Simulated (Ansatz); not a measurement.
Reaction (formal exchange of groups at a B–C bond): `CBC=O` + `OC[Se]CF` → `CB[Se]CF` + `O=CCO`

Program: Ansatz. Geometries: PBE0-D4/def2-TZVP. ΔE: electronic, gas phase. CBS: MP2 limit from def2 TZ/QZ plus the TZ coupled-cluster correction, frozen cores. Functionals use def2-TZVPP. B3LYP here is the variant with VWN-RPA as its local correlation; programs differ in this. For Se outer-core shells are correlated without core-valence functions, which leaves a few kJ/mol of doubt a bond. Scalar relativity is left out up to krypton. Each species was taken in one conformer, which may not be the lowest.

```
             level  ΔE (kJ/mol)  difference from CCSD(T)/CBS
            PBE-D4       -124.5                          3.0
         r2SCAN-D4       -128.5                         -1.0
           PBE0-D4       -130.4                         -2.9
          B3LYP-D4       -120.4                          7.1
           ωB97X-V       -124.3                          3.2
           ωB97M-V       -125.0                          2.5
            B2PLYP       -124.1                          3.4
               PBE       -124.7                          2.8
            r2SCAN       -128.7                         -1.2
              PBE0       -130.6                         -3.1
             B3LYP       -120.6                          6.9
     HF/def2-TZVPP       -125.1                          2.4
    MP2/def2-TZVPP       -131.0                         -3.5
SCS-MP2/def2-TZVPP       -125.0                          2.5
   CCSD/def2-TZVPP       -127.4                          0.1
CCSD(T)/def2-TZVPP       -128.1                         -0.6
     HF/def2-QZVPP       -124.7                          2.8
    MP2/def2-QZVPP       -130.5                         -3.0
SCS-MP2/def2-QZVPP       -124.5                          3.0
      HF/CBS(def2)       -124.6                          2.9
     MP2/CBS(def2)       -130.4                         -2.9
    CCSD/CBS(def2)       -126.8                          0.7
       CCSD(T)/CBS       -127.5                            0
```

Largest T1 diagnostic among the species: 0.016.

In def2-TZVPP, CCSD(T) changes the Hartree–Fock value by −3.1 kJ/mol (the triples alone add −0.7 kJ/mol) and MP2 by −6.0 kJ/mol. From PBE to PBE0 (25 % exact exchange), in def2-TZVPP and without D4, ΔE moves by −5.9 kJ/mol.
